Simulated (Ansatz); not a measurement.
A nudged elastic band was laid between two geometries of CH$_{8}$AlBGe (12 atoms, charge 0, multiplicity 1).

All numbers below come from Ansatz 0.2.0, RKS PBE0/def2-SVP.

```json
{
 "movable images": "5",
 "climbing image": "yes",
 "spring": "5.0 eV/Å²",
 "optimiser": "quadratic models (default)",
 "start path": "through a guess of the saddle point",
 "force threshold": "0.05 eV/Å",
 "iteration limit": "60",
 "end points": "relaxed"
}
```

First end point:

```xyz
12
Properties=species:S:1:pos:R:3
C -0.548 1.751 -0.492
Ge -0.025 0.732 1.102
B 0.591 -1.212 0.763
Al 0.424 -2.272 -1.053
H 0.297 1.835 -1.192
H -0.869 2.766 -0.217
H -1.383 1.254 -1.009
H -1.246 0.651 2.056
H 1.071 1.522 1.860
H 1.058 -1.738 1.754
H -0.896 -3.100 -1.407
H 1.603 -2.243 -2.132
```

Last end point:

```xyz
12
Properties=species:S:1:pos:R:3
C -0.595 2.272 -0.122
Ge -0.154 0.553 0.717
B 0.737 -0.825 -0.540
Al 0.470 -2.913 -0.402
H 0.299 2.702 -0.595
H -0.973 2.978 0.631
H -1.368 2.137 -0.892
H -1.412 0.012 1.440
H 0.903 0.799 1.828
H 1.482 -0.326 -1.360
H -0.669 -3.640 -1.255
H 1.356 -3.804 0.584
```

Q: Which bonds break or form, and what moves?

A: No bond is made or broken.

Q: What energy profile does the band end with?

A: It converged. The highest image is number 2 of 0 to 6, 0.209 eV above the first end and 0.212 eV above the last; the last end lies 0.003 eV below the first. A vibrational analysis at the climbing image gives one clearly imaginary mode, 202i cm⁻¹: a first-order saddle point.

| image | path coordinate (Å) | energy (eV) |
| --- | --- | --- |
| 0 | 0.00 | 0.000 |
| 1 | 1.43 | 0.077 |
| 2 | 2.85 | 0.209 |
| 3 | 4.15 | 0.094 |
| 4 | 5.46 | 0.016 |
| 5 | 6.76 | 0.004 |
| 6 | 8.06 | -0.003 |

Q: What is the geometry of the highest image?

A: 
```xyz
12
Properties=species:S:1:pos:R:3
C -0.600 1.754 -0.461
Ge 0.017 0.721 1.093
B 1.037 -0.996 0.582
Al 0.281 -2.332 -0.941
H 0.256 2.179 -1.006
H -1.245 2.581 -0.132
H -1.172 1.112 -1.146
H -1.245 0.212 1.847
H 0.756 1.671 2.064
H 2.043 -1.273 1.200
H -1.047 -1.975 -1.755
H 0.997 -3.711 -1.311
```

Q: What are the harmonic wavenumbers there?

A: 202i, 38, 81, 127, 161, 343, 389, 468, 528, 549, 599, 648, 662, 708, 793, 839, 860, 873, 893, 1248, 1437, 1439, 1903, 1907, 2075, 2118, 2603, 3068, 3179, 3183 cm⁻¹.

Time of the run: 3.8 min on 2 threads of Arm Neoverse V1, with other jobs on the host, peak memory 0.29 GiB.
